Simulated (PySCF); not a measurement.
The dipole of (F3Si)2S (F6SSi2) from its density and from atomic charges.

Coordinates (PBE0-D3(BJ)/def2-SVP, Å) and charges (e) from the PBE0/pcSseg-1 density (PySCF):

| atom | x | y | z | Mulliken | IAO | Hirshfeld | ESP-fitted |
| --- | --- | --- | --- | --- | --- | --- | --- |
| Si1 | 1.464 | -0.239 | 0.618 | +1.3935 | +1.7034 | +0.5708 | +0.8516 |
| F2 | 1.461 | -1.013 | -0.779 | -0.3862 | -0.5018 | -0.1695 | -0.2479 |
| F3 | 2.899 | 0.409 | 0.862 | -0.3792 | -0.5008 | -0.1753 | -0.2181 |
| F4 | 1.204 | -1.307 | 1.771 | -0.3773 | -0.5000 | -0.1763 | -0.2444 |
| S5 | 0.040 | 1.318 | 0.623 | -0.5024 | -0.4021 | -0.1000 | -0.2776 |
| Si6 | -1.431 | 0.371 | -0.556 | +1.3940 | +1.7038 | +0.5707 | +0.8304 |
| F7 | -1.173 | 0.552 | -2.117 | -0.3771 | -0.4998 | -0.1758 | -0.2389 |
| F8 | -1.493 | -1.194 | -0.242 | -0.3859 | -0.5019 | -0.1696 | -0.2427 |
| F9 | -2.837 | 1.034 | -0.207 | -0.3793 | -0.5009 | -0.1754 | -0.2124 |

What dipole does each set of charges give (1 e·Å = 4.803 D), and what does the density give?

The full density gives (0.01, 0.72, 0.33) D, 0.79 D in size; dipole vectors point from the negative to the positive end.

```csv
scheme,μx,μy,μz,size (D),share of the full size (%),angle to the full dipole (°)
Mulliken,0.01,0.53,0.24,0.58,74,0
IAO,0.04,2.19,1.02,2.42,306,0
Hirshfeld,0.02,0.95,0.44,1.05,132,0
ESP-fitted,0.02,0.76,0.35,0.83,106,0
```

Which set comes closest?

Length of the difference vector: ESP-fitted 0.05 D, Mulliken 0.21 D, Hirshfeld 0.26 D, IAO 1.63 D. Closest: ESP-fitted. 

What is left for the Hirshfeld atoms' own dipoles?

The Hirshfeld atoms' densities add up to the full density, so μ = Σ q r + Σ (atomic dipoles). The atomic dipoles sum to (0.01, 0.72, 0.33) − (0.02, 0.95, 0.44) = (0.00, -0.23, -0.11) D, 0.26 D in size.

With the origin at the mean of the coordinates, (0.015, -0.008, -0.003) Å, which are the largest single terms, by size, of the ESP-fitted dipole along the direction of the full one?

S5 -1.95, F2 +1.44, F8 +1.41, F3 -0.83, F9 -0.83 D; all 9 atoms together +0.83 D. The single terms depend on the origin, their sum doesn't.

Give the size of the full dipole in other units.

0.79 D = 0.311 au = 0.164 e·Å = 2.64 × 10⁻³⁰ C·m.

Geometry: PBE0-D3(BJ)/def2-SVP; no solvent, vibrations or thermal averaging.
